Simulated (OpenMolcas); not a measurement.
Os5+ among 5 point charges of -2 e arranged as a trigonal bipyramid (D3h), 1.96 Å from the ion, with the axial distance 1.882 Å.
```
   1.9600    0.0000    0.0000  -2.00
  -0.9800    1.6974    0.0000  -2.00
  -0.9800   -1.6974    0.0000  -2.00
   0.0000    0.0000    1.8816  -2.00
   0.0000    0.0000   -1.8816  -2.00
```

```
Program             : OpenMolcas
Method              : CASSCF
Basis               : ANO-RCC-VTZP [8s7p5d3f2g1h]
Scalar Hamiltonian  : DKH2, point nucleus
Active space        : 3 electrons in 5 orbitals (5d)
State averaging     : 2S+1 = 4 even, 10 roots; 2S+1 = 2 even, 40 roots
Spin-orbit coupling : RASSI with atomic mean-field integrals over the reference wave functions
```

Question: What is the spin-free ground state (labels of D3, the rotations of D3h)?

Answer: 4E, 2-fold in its orbital part, 100 % from free-ion F terms; it has the highest spin that d3 allows.

Question: Where is the first state of the same spin?

Answer: 4E at 2990 cm-1 above the ground state.

Question: What are the lowest two levels with spin-orbit coupling?

Answer: A 2-fold level E1/2 with g = 0.85, 0.91, 0.91, then a 2-fold level E3/2 1988 cm-1 above it. Their leading multiplicities are 4 (87 %) and 4 (90 %).

Question: What is χT at 300 K?

Answer: 0.10 cm3 K/mol.

Spin-orbit coupling mixes the spin-free states strongly: the lowest level takes only 53 % from its leading state, 4E. An orbital doublet at a regular site is open to a Jahn-Teller distortion, which this geometry leaves out. Without dynamic correlation the repulsion within the d shell is too large (B by tens of per cent), so at a given field states of lower spin stand too high. Point charges carry no covalency, so the field is a model and not that of real ligands. No measured value stands beside these numbers.
